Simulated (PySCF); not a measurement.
Si(H)(F)(OH)2 (FH3O2Si), SMILES O[SiH](F)O.

Coordinates come from a PBE0-D3(BJ)/def2-SVP optimisation. The values are those of a single conformer.

Level of theory: PBE0-D3(BJ)/def2-SVP (PySCF).

Frequencies are harmonic and unscaled.

```tsv
mode	ν (cm⁻¹)	IR (km/mol)	moving atoms (share of kinetic energy)
1	177	106.2	H 76 %, O 13 %
2	209	50.2	H 76 %, O 14 %
3	303	31.3	O 42 %, F 34 %, H 14 %, Si 10 %
4	356	95.8	O 46 %, H 42 %
5	390	85.3	Si 37 %, O 29 %, F 22 %, H 12 %
6	754	84.4	H 76 %, O 20 %
7	782	121.1	H 67 %, O 30 %
8	830	59.3	H 41 %, O 30 %, F 16 %, Si 13 %
9	846	62.2	H 71 %, F 21 %
10	898	91.9	H 74 %, O 16 %
11	963	274.9	Si 47 %, O 26 %, F 15 %, H 12 %
12	1012	252.1	Si 49 %, O 33 %, H 14 %
13	2347	112.1	H 97 %
14	3932	121.2	H 94 %
15	3942	118.5	H 94 %
```
